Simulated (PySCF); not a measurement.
TDDFT excited states: C7H5N

Species: 4-ethynylpyridine, C7H5N.
Atom-mapped SMILES: `[CH:1]#[C:2][c:3]1[cH:4][cH:5][n:6][cH:7][cH:8]1` (hydrogens: H9 on C1; H10 on C4; H11 on C5; H12 on C7; H13 on C8)

Theory: PySCF 2.14.0, density-fitted response routines, TDDFT B3LYP/def2-SVPD, vertical, gas phase, core orbitals frozen in the response. Geometry: PBE0-D3(BJ)/def2-SVP; no solvent, vibrations or thermal averaging.

Question: Predict the UV-vis stick spectrum at this level.

Answer: 

```json
{"state": "S1", "E (eV)": "4.35", "ν̃ (cm⁻¹)": "35070", "f": "0.0024", "symmetry": "B1 or B2", "main configurations (H = HOMO, L = LUMO)": "H→L (99%)"}
{"state": "S2", "E (eV)": "5.04", "ν̃ (cm⁻¹)": "40660", "f": "0.027", "symmetry": "B1 or B2", "main configurations (H = HOMO, L = LUMO)": "H-2→L (70%), H-1→L+1 (28%)"}
{"state": "S3", "E (eV)": "5.05", "ν̃ (cm⁻¹)": "40740", "f": "0.0000", "symmetry": "–", "main configurations (H = HOMO, L = LUMO)": "H→L+1 (99%)"}
{"state": "S4", "E (eV)": "5.08", "ν̃ (cm⁻¹)": "40950", "f": "0.0000", "symmetry": "–", "main configurations (H = HOMO, L = LUMO)": "H-3→L (98%)"}
{"state": "S5", "E (eV)": "5.20", "ν̃ (cm⁻¹)": "41970", "f": "0.266", "symmetry": "A1", "main configurations (H = HOMO, L = LUMO)": "H-1→L (89%)"}
{"state": "S6", "E (eV)": "6.14", "ν̃ (cm⁻¹)": "49490", "f": "0.142", "symmetry": "B1 or B2", "main configurations (H = HOMO, L = LUMO)": "H-1→L+1 (69%), H-2→L (25%)"}
{"state": "S7", "E (eV)": "6.38", "ν̃ (cm⁻¹)": "51460", "f": "0.0000", "symmetry": "–", "main configurations (H = HOMO, L = LUMO)": "H-1→L+3 (96%)"}
{"state": "S8", "E (eV)": "6.40", "ν̃ (cm⁻¹)": "51590", "f": "0.0010", "symmetry": "–", "main configurations (H = HOMO, L = LUMO)": "H-3→L+1 (100%)"}
{"state": "S9", "E (eV)": "6.54", "ν̃ (cm⁻¹)": "52750", "f": "0.167", "symmetry": "A1", "main configurations (H = HOMO, L = LUMO)": "H-2→L+1 (73%), H-4→L (20%)"}
{"state": "S10", "E (eV)": "6.97", "ν̃ (cm⁻¹)": "56190", "f": "0.0043", "symmetry": "B1 or B2", "main configurations (H = HOMO, L = LUMO)": "H-1→L+2 (98%)"}
```

Triplets (Tamm–Dancoff): T1 3.64 eV, H-1→L (89%); T2 3.78 eV, H→L (95%); T3 4.21 eV, H-2→L (96%); T4 4.55 eV, H-2→L+1 (89%).

The lowest singlet lies at 4.35 eV (285 nm, ultraviolet) and is very weak; its leading configuration is HOMO→LUMO (99%). The strongest level in the table is S5 at 5.20 eV (238 nm, f = 0.266). S2/S3 lie within about 0.01 eV of each other. Löwdin shares by element: HOMO nitrogen 61%, carbon 26% or more; LUMO carbon 42% or more, nitrogen 18% (atoms not listed hold the other 41%). Of the 10 states listed, 4 reach f = 0.01 and 3 stay under 0.0005. The oscillator strengths of these states sum to 0.610; summed over the whole spectrum of an exact calculation they would give the number of electrons, 54 (Thomas–Reiche–Kuhn). Orbital energies (eV): HOMO-3 -8.18, HOMO-2 -7.67, HOMO-1 -7.40, HOMO -7.36, LUMO -1.85, LUMO+1 -0.93, LUMO+2 0.45. All these states lie below the vertical ionisation energy of 9.44 eV (ΔSCF). Symmetry labels in C2v follow from the direction of the transition dipole and are given only for states with f of 0.002 or more; B1 and B2 swap with the choice of axes. Singlets were solved by full linear response, triplets in the Tamm–Dancoff approximation.
